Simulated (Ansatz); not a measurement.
Compare A (`OC([SiH3])N[SiH3]`) with its isomer B (`CO[SiH2][SiH2]N`).

Calculated with Ansatz (gas phase, PBE0-D4/def2-TZVP geometries, no zero-point term in ΔE). CBS: MP2 limit from def2 TZ/QZ plus the TZ coupled-cluster correction, frozen cores. Functionals use def2-TZVPP. B3LYP here is the variant with VWN-RPA as its local correlation; programs differ in this. One conformer a species, not always the lowest.

A:

```xyz
14

O     0.753    0.201    1.944
C     0.435   -0.206    0.628
Si    2.036   -0.064   -0.396
N    -0.636    0.571    0.062
Si   -2.060   -0.103   -0.635
H    -0.074    0.258    2.435
H     0.102   -1.257    0.624
H     1.784   -0.670   -1.730
H     3.184   -0.748    0.252
H     2.335    1.383   -0.567
H    -0.387    1.528   -0.144
H    -2.593   -1.127    0.303
H    -1.852   -0.772   -1.951
H    -3.028    1.007   -0.824
```

B:

```xyz
14

C     0.7653   -1.8676   -0.7945
O    -0.4681   -1.3572   -1.2482
Si   -0.8318    0.2492   -1.1964
Si   -0.8348    1.1132    0.9886
N     0.7793    1.0492    1.6116
H     0.7261   -2.9565   -0.8563
H     1.5946   -1.5149   -1.4198
H     0.9661   -1.5797    0.2436
H    -2.1719    0.3878   -1.8211
H     0.1564    1.0267   -2.0111
H    -1.4562    2.4774    0.9500
H    -1.6814    0.2905    1.8960
H     0.9315    1.2294    2.5922
H     1.5248    1.4525    1.0655
```

Task: Which is lower in electronic energy at CCSD(T)/CBS, and by how much? (Estimate.)

Result: The calculation gave: B, by 33.3 kcal/mol.

Task: Give E(B) − E(A) in kcal/mol with CCSD/def2-TZVPP, B2PLYP, PBE-D4, B3LYP-D4, ωB97M-V, r2SCAN-D4, CCSD(T)/def2-TZVPP. (Best estimate.)

Result: Computed: CCSD/def2-TZVPP -33.1, B2PLYP -33.6, PBE-D4 -32.6, B3LYP-D4 -33.5, ωB97M-V -31.9, r2SCAN-D4 -34.0, CCSD(T)/def2-TZVPP -32.6. None reverses the order clearly.

Largest T1 diagnostic: 0.012.

In def2-TZVPP, CCSD(T) changes the Hartree–Fock value by +2.5 kcal/mol (the triples alone add +0.5 kcal/mol) and MP2 by +2.6 kcal/mol.
